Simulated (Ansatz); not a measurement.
`CO[SiH2]N[SiH2]O` and `C=C[SiH2]N[SiH2]O` differ in one atom or group.

Ansatz, PBE0-D4/def2-TZVP geometries, multiplicity 1. Each molecule was computed in one conformer, which needn't be the lowest.

| property | `CO[SiH2]N[SiH2]O` |
| --- | --- |
| HOMO energy (PBE/def2-TZVPP) / eV | -6.37 |
| HOMO–LUMO gap (ωB97M-V/def2-TZVPP) / eV | 12.10 |
| HOMO–LUMO gap (PBE/def2-TZVPP) / eV | 5.99 |
| HOMO–LUMO gap (B3LYP/def2-TZVPP) / eV | 7.77 |
| HOMO energy (B3LYP/def2-TZVPP) / eV | -7.51 |
| size of the dipole moment (B3LYP/def2-TZVPP) / D | 2.91 |

(1) Give the same properties after the change, and the shifts. (Estimate.)

Results:

(1) The calculation gave: 
```json
{"property": "HOMO energy (PBE/def2-TZVPP) / eV", "`C=C[SiH2]N[SiH2]O`": "-6.17", "shift": "0.20"}
{"property": "HOMO–LUMO gap (ωB97M-V/def2-TZVPP) / eV", "`C=C[SiH2]N[SiH2]O`": "11.03", "shift": "-1.07"}
{"property": "HOMO–LUMO gap (PBE/def2-TZVPP) / eV", "`C=C[SiH2]N[SiH2]O`": "4.40", "shift": "-1.59"}
{"property": "HOMO–LUMO gap (B3LYP/def2-TZVPP) / eV", "`C=C[SiH2]N[SiH2]O`": "6.31", "shift": "-1.46"}
{"property": "HOMO energy (B3LYP/def2-TZVPP) / eV", "`C=C[SiH2]N[SiH2]O`": "-7.28", "shift": "0.23"}
{"property": "size of the dipole moment (B3LYP/def2-TZVPP) / D", "`C=C[SiH2]N[SiH2]O`": "2.05", "shift": "-0.86"}
```

With PBE0 the HOMO rises by 0.24 eV and the LUMO falls by 1.27 eV, so the gap narrows by about 1.51 eV. PBE moves the HOMO by 0.20 eV and ωB97M-V by 0.25 eV. Dipoles are sizes alone; their direction can turn.

B3LYP here is the variant with VWN-RPA as its local correlation; programs differ in this.
